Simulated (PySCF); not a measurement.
# C₆ coefficients of unlike pairs at UHF

Calculated with PySCF 2.14 from the dipole response of each species, C₆(A,B) = (3/π) ∫ α_A(iu) α_B(iu) du, in atomic units, from isotropic polarisabilities. For ions this is the dispersion term alone; charge-induced terms of lower order in 1/R come first.

| species | configuration | basis | relativity | α (bohr³) | C₆ (like pair) |
| --- | --- | --- | --- | --- | --- |
| Ir | [Xe] 4f14 5d7 6s2 (4F) | x2c-TZVPPall with one added diffuse shell each of s, p, d, f type (12s8p8d4f1g) | spin-free X2C | 63.87 | 706.7 |
| Ar⁺ | [Ne] 3s2 3p5 (2P) | aug-cc-pCVTZ-DK with one added diffuse shell each of s, p, d, f type (9s8p6d4f) | spin-free X2C | 6.801 | 30.62 |
| S³⁺ | [Ne] 3s2 3p1 (2P) | aug-cc-pCVTZ-DK with one added diffuse shell each of s, p, d, f type (9s8p6d4f) | spin-free X2C | 5.526 | 14.94 |
| I²⁺ | [Kr] 4d10 5s2 5p3 (4S) | aug-cc-pVTZ-PP with one added diffuse shell each of d, f type with ECP28MDF (6s5p5d3f) | core potential | 14.05 | 94.78 |

**Question.** Estimate C₆ for I²⁺ with Ir.

**Answer.** The integral gives 240.8. The combination rule 2 C_A C_B / (C_A α_B/α_A + C_B α_A/α_B) gives 228.5 and the geometric mean 258.8.

No spin-orbit coupling is included.

The other pairs:

| pair | C₆ |
| --- | --- |
| I²⁺, Ar⁺ | 53.32 |
| S³⁺, Ar⁺ | 21.18 |
| I²⁺, S³⁺ | 37.62 |
| S³⁺, Ir | 95.34 |
| Ar⁺, Ir | 129.5 |
